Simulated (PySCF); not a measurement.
C8H13AlO.
Atom-mapped SMILES: `[CH3:1][O+:2]([CH3:3])[AlH2-:4][c:5]1[cH:6][cH:7][cH:8][cH:9][cH:10]1`

Geometry (PBE0-D3(BJ)/def2-SVP, Å), atoms numbered from 1 in this order:
```
atom  x, y, z in Å
C1    -2.004   -1.034   -0.053
O2    -2.004    0.347   -0.376
C3    -3.002    1.109    0.280
Al4   -0.496    1.125   -1.444
C5     1.021    0.317   -0.462
C6     1.759   -0.754   -0.999
C7     2.794   -1.367   -0.291
C8     3.121   -0.918    0.988
C9     2.412    0.145    1.548
C10    1.381    0.749    0.828
H11   -1.190   -1.506   -0.618
H12   -2.969   -1.485   -0.334
H13   -1.818   -1.172    1.024
H14   -4.002    0.738    0.002
H15   -2.883    2.148   -0.047
H16   -2.872    1.045    1.373
H17   -0.845    2.666   -1.166
H18   -0.770    0.486   -2.890
H19    1.519   -1.122   -2.004
H20    3.350   -2.196   -0.738
H21    3.931   -1.394    1.546
H22    2.669    0.505    2.549
H23    0.847    1.589    1.288
```

Probes without a nucleus sit at each ring's centroid and 1 Å off its mean plane on both sides; NICS is minus the shielding there, NICSzz its component along the normal. Level: GIAO HF/pcSseg-1 (PySCF, non-relativistic, gas phase) on the PBE0-D3(BJ)/def2-SVP geometry, one conformer.

Ring bond lengths (Å): C5–C6 1.407, C6–C7 1.396, C7–C8 1.394, C8–C9 1.395, C9–C10 1.395, C10–C5 1.407.

Q: What do the NICS probes read (ppm)?

A: 
```
              ring                                              type  NICS(0)  NICS(1), two faces  NICS(1)zz, two faces  rms pucker (Å)  centre to ring atoms, mean (Å)
C5–C6–C7–C8–C9–C10  6-membered carbocycle; formal bonds all aromatic     -9.0       -12.4 / -12.3         -31.2 / -31.7            0.00                            1.40
```

Q: What do they say, and how far can they be read as aromaticity?

A: 
- C5–C6–C7–C8–C9–C10: mean NICS(1)zz -31.5 ppm, shielded. The ring is flat and has no four-coordinate atom; by the NICS criterion it is aromatic.

Q: How equal are the bonds by HOMA? HOMA takes Krygowski's 1993 parameters.

A: 
- C5–C6–C7–C8–C9–C10: HOMA 0.96 = 1 − EN − GEO, with mean bond length 1.399 Å, EN = α(Ropt − mean)² = 0.032 and GEO = α × variance = 0.008. The geometric and the magnetic index point the same way.

Q: At the first NICS(1) probe listed for ring C5–C6–C7–C8–C9–C10, 1 Å off the ring, how large is the induced field along the normal in 7.05 T applied along it?

A: NICSzz × B0 = -31.2 ppm × 7.05 T = -220 μT, against the applied field.

Q: List the ring angles.

A: 
- C5–C6–C7–C8–C9–C10: C5 116.7°, C6 122.0°, C7 119.8°, C8 119.7°, C9 119.9°, C10 121.9°; sum 720.0° against 720° for a flat convex ring.

Q: How do the values depend on the level or the medium?

A: 
| level | NICS(0), C5–C6–C7–C8–C9–C10 | mean NICS(1)zz, C5–C6–C7–C8–C9–C10 |
| --- | --- | --- |
| HF/pcSseg-1, gas | -9.0 | -31.5 |
| PBE0/pcSseg-1, gas | -7.7 | -29.0 |

The geometry is the same throughout.
